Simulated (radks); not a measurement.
The numbers below are computed, except where a source is named.
All-electron atom: Ga- in [Ar] 3d10 4s2 4p2. Level of theory: non-relativistic Kohn-Sham, LDA (Slater exchange, VWN5 correlation), spin-unpolarised, spherical densities, point nucleus; hard spherical wall at 3.5 bohr (a radial shooting solver on a logarithmic mesh with Libxc functionals). Some entries of the table are withheld. Estimate them.

orbital  occ.  eigenvalue (hartree)  <r> (bohr)  <1/r> (bohr^-1)
1s          2             -369.3532     0.04950            30.46
2s          2             -44.41552      0.2220            6.664
2p          6             -39.30424         (1)            6.640
3s          2              -4.46079      0.6644            2.136
3p          6              -2.80486      0.6861            2.010
3d         10               0.03165      0.8204            1.637
4s          2               0.42208         (2)              (3)
4p          2                   (4)       2.028           0.6143
4d          0               1.38592       2.110           0.6537
5s          0               2.20436       2.057           0.7299
5p          0               2.59981       2.016           0.7497

Answer. 
(1) 2p <r> (bohr): 0.1924
(2) 4s <r> (bohr): 1.920
(3) 4s <1/r> (bohr^-1): 0.6546
(4) 4p eigenvalue (hartree): 0.76577
